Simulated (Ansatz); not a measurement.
`[CH3][Mg][O][SiH3]` and `[SiH3][O][Mg][O][SiH3]` differ in one atom or group.

Ansatz, PBE0-D4/def2-TZVP geometries, multiplicity 1. Each molecule was computed in one conformer, which needn't be the lowest.

| property | `[CH3][Mg][O][SiH3]` |
| --- | --- |
| size of the dipole moment (B3LYP/def2-TZVPP) / D | 2.11 |
| HOMO energy (PBE/def2-TZVPP) / eV | -6.39 |
| HOMO–LUMO gap (ωB97M-V/def2-TZVPP) / eV | 9.96 |
| HOMO–LUMO gap (B3LYP/def2-TZVPP) / eV | 6.03 |
| LUMO energy (PBE/def2-TZVPP) / eV | -1.75 |
| HOMO–LUMO gap (PBE/def2-TZVPP) / eV | 4.65 |

**Question.** What does the change do to each property? (An estimate is asked.)

**Answer.** Ansatz gave: 
```json
{"property": "size of the dipole moment (B3LYP/def2-TZVPP) / D", "`[SiH3][O][Mg][O][SiH3]`": "0.01", "shift": "-2.10"}
{"property": "HOMO energy (PBE/def2-TZVPP) / eV", "`[SiH3][O][Mg][O][SiH3]`": "-6.80", "shift": "-0.41"}
{"property": "HOMO–LUMO gap (ωB97M-V/def2-TZVPP) / eV", "`[SiH3][O][Mg][O][SiH3]`": "10.16", "shift": "0.20"}
{"property": "HOMO–LUMO gap (B3LYP/def2-TZVPP) / eV", "`[SiH3][O][Mg][O][SiH3]`": "6.06", "shift": "0.03"}
{"property": "LUMO energy (PBE/def2-TZVPP) / eV", "`[SiH3][O][Mg][O][SiH3]`": "-2.41", "shift": "-0.66"}
{"property": "HOMO–LUMO gap (PBE/def2-TZVPP) / eV", "`[SiH3][O][Mg][O][SiH3]`": "4.39", "shift": "-0.26"}
```

With PBE0 the HOMO falls by 0.67 eV and the LUMO falls by 0.61 eV, so the gap widens by about 0.06 eV. PBE moves the HOMO by -0.41 eV and ωB97M-V by -0.73 eV.

B3LYP here is the variant with VWN-RPA as its local correlation; programs differ in this.
